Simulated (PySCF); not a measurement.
Continuum solvent and chemical shifts

Structure with atom numbers: `[CH3:1][C:2](=[O:3])[O:4][SiH2:5][S:6][CH2:7][C:8]([F:9])([F:10])[F:11]`. Hydrogens are named by the atom that carries them.

GIAO PBE0/pcSseg-1 in PySCF 2.14 on one PBE0-D3(BJ)/def2-SVP conformer, non-relativistic, equivalent nuclei averaged. Solvents enter as an IEF-PCM continuum (chloroform with ε = 4.7, methanol with ε = 32.6) around the gas-phase geometry. Shifts are referred to TMS, CS2, CFCl3 computed in the same medium.

In chloroform, δ in ppm: C2 181.8, C8 131.6, C7 35.8, C1 23.2, Si5 3.3, S6 -180.0, F9/F10/F11 -82.1, H(Si5) 5.47, H(C7) 3.07, H(C1) 2.24. Dipole moment 2.73 D.

Task: How does each δ change in the more polar medium?

Result: 
| atoms | environment | Δδ, methanol |
| --- | --- | --- |
| C2 | carbonyl carbon | +1.2 |
| C8 | CF3 carbon | +0.5 |
| C7 | sp3 CH2 bonded to S | 0.0 |
| C1 | methyl carbon α to a carbonyl | +0.4 |
| Si5 | silicon bonded to O, S, 2 H | -0.1 |
| S6 | sulfur bonded to C, Si | -3.1 |
| F9/F10/F11 | fluorine of a CF3 group | +0.3 |
| H(Si5) | hydrogen on a silicon bonded to O, S | +0.01 |
| H(C7) | hydrogen on an sp3 CH2 bonded to S | +0.12 |
| H(C1) | hydrogen on a methyl carbon α to a carbonyl | +0.05 |

Changes are relative to chloroform. The dipole moment becomes 2.88 D in methanol.

Task: Which nuclei move most (in ppm), and what does the model miss?

Result: S6 (sulfur bonded to C, Si, -3.1 ppm) in methanol. A continuum only polarises the solute; specific hydrogen bonds, the anisotropy of aromatic solvents and changes of geometry or conformer are outside it.
